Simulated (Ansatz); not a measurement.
praseodymium atom (Pr), quartet (core potentials on Pr); PBE0/def2-SVP in Ansatz (an electronic-structure program).

The Ansatz input:
Ansatz 0.2 input:
```yaml
crystal:
  periodic: [false, false, false]
  atoms:
    - {symbol: Pr, position_ang: [0.00000000, 0.00000000, 0.00000000]}
basis:
  gaussian:
    orbitals: def2-SVP
hamiltonian:
  xc: pbe0
magnetization: {spin_polarized: true, initial_magnetization: 3}
```

Output, abridged:

```
Functional definition: PBE0
791 factors; their error is unknown
mean field evaluation 1: about -14060.9190 eV, gradient 2.1e1 eV
mean field evaluation 2: about -14036.7033 eV, gradient 8.7e1 eV
mean field evaluation 4: about -14061.7534 eV, gradient 1.4e1 eV
mean field evaluation 8: about -14063.4825 eV, gradient 9.1e-1 eV
mean field evaluation 16: about -14063.5093 eV, gradient 5.2e-2 eV
mean field evaluation 32: about -14063.6073 eV, gradient 1.1e-4 eV
mean field -14063.60732225 eV, -516.8280364373 hartree, gradient 8.8e-6 eV, S^2 3.751873; 5 other end points of the search recorded, 0 dependent functions left out
reference -14063.60734170 eV, -516.8280371519 hartree; 17, 14 occupied and 61, 64 virtual orbitals, 791 factors
Total energy: -14063.60734170 eV, -516.8280371519 hartree
```
